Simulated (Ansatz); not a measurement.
C₉H₁₄BrN⁻, that is N-butylpyridinium bromide with one electron more. Charge -1, multiplicity 2. Geometry r2SCAN-D4/def2-SVP; atoms count from 1.

Cartesian coordinates in Å:
```
C -0.751 1.807 3.176
C -1.247 0.708 2.245
C -0.252 0.386 1.136
C -0.834 -0.597 0.123
N 0.064 -0.884 -0.983
C 0.139 0.013 -2.052
C 1.085 -0.144 -3.028
C 2.043 -1.207 -2.978
C 1.980 -2.066 -1.851
C 1.025 -1.893 -0.880
H 0.218 1.548 3.640
H -1.468 2.012 3.989
H -0.616 2.742 2.607
H -1.483 -0.209 2.823
H -2.178 1.049 1.755
H 0.699 -0.005 1.551
H -0.034 1.320 0.588
H -1.099 -1.556 0.606
H -1.750 -0.135 -0.290
H -0.604 0.824 -2.021
H 1.090 0.575 -3.853
H 2.803 -1.332 -3.751
H 2.694 -2.888 -1.731
H 0.942 -2.532 0.003
Br -2.465 2.462 -0.821
```

In the doublet geometry the species has come apart into loosely held pieces.

**Question.** Estimate the Mulliken populations from the PBE0/def2-TZVP orbitals of Ansatz.

**Answer.** 
```tsv
atom	charge (e)	spin (α − β)
C1	-0.37	0.00
C2	-0.14	0.00
C3	-0.20	0.02
C4	-0.21	-0.02
N5	0.08	0.25
C6	-0.14	0.21
C7	-0.15	-0.07
C8	-0.22	0.52
C9	-0.12	-0.14
C10	-0.16	0.28
H11	0.08	0.00
H12	0.10	0.00
H13	0.14	0.00
H14	0.05	0.00
H15	0.13	0.00
H16	0.07	0.00
H17	0.13	0.00
H18	0.08	0.01
H19	0.17	0.01
H20	0.18	-0.01
H21	0.10	0.00
H22	0.08	-0.04
H23	0.08	0.01
H24	0.10	-0.02
Br25	-0.86	0.00
```
Mulliken values depend strongly on the basis.

**Question.** Where does the spin sit?

**Answer.** Summed by element: C 0.80, N 0.25, H -0.05, Br 0.00, of 1 unpaired in all. Largest on single atoms: C8 0.52, C10 0.28, N5 0.25.

**Question.** And the Mayer bond orders between heavy atoms (over 0.3)?

**Answer.** C1–C2 0.99 (1.52 Å); C2–C3 1.02 (1.52 Å); C3–C4 1.01 (1.53 Å); C4–N5 0.92 (1.45 Å); N5–C6 1.13 (1.40 Å); N5–C10 1.12 (1.40 Å); C6–C7 1.68 (1.37 Å); C7–C8 1.22 (1.43 Å); C8–C9 1.30 (1.42 Å); C9–C10 1.62 (1.37 Å).
